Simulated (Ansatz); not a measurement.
Input for Ansatz (a first-principles code): R-PBE/def2-TZVPP on H2O (SMILES O).

Ansatz 0.2 input:
```yaml
crystal:
  periodic: [false, false, false]
  atoms:
    - {symbol: O, position_ang: [-0.00000000, 0.00000000, 0.38961139]}
    - {symbol: H, position_ang: [0.00000000, 0.76498632, -0.19485569]}
    - {symbol: H, position_ang: [0.00000000, -0.76498632, -0.19485569]}
basis:
  gaussian:
    orbitals: def2-TZVPP
hamiltonian:
  xc: {name: PBE}
scf: {lower_state_search: off}
```

It printed:

```
WARN ansatz: RAYON_NUM_THREADS=4 ignored (pool sized by the plan → 4); use --threads N
Functional definition: PBE
these checks for a lower state are left out or cut short: stability, starts, cluster_reference, orbital_swaps, neighbouring_geometries, increment
integrals: 0.00 GiB planned
269 factors; their error is unknown
mean field: 0.10 GiB planned
mean field evaluation 1: about -2072.9456 eV, gradient 5.9e1 eV
mean field evaluation 2: about -2055.1499 eV, gradient 1.1e2 eV
mean field evaluation 4: about -2078.4095 eV, gradient 7.8e-1 eV
mean field evaluation 8: about -2078.4096 eV, gradient 1.9e-1 eV
mean field -2078.40967432 eV, -76.3801467347 hartree, gradient 3.2e-6 eV, S^2 0.000000; 0 other end points of the search recorded, 0 dependent functions left out
reference -2078.40969487 eV, -76.3801474897 hartree; 5, 5 occupied and 54, 54 virtual orbitals, 269 factors
Total energy: -2078.40969487 eV, -76.3801474897 hartree
Checks for a lower state left out: stability, starts, cluster_reference, orbital_swaps, neighbouring_geometries, increment
```

Self-consistency was reached.

Cost: around 0.3 core-seconds (rough).
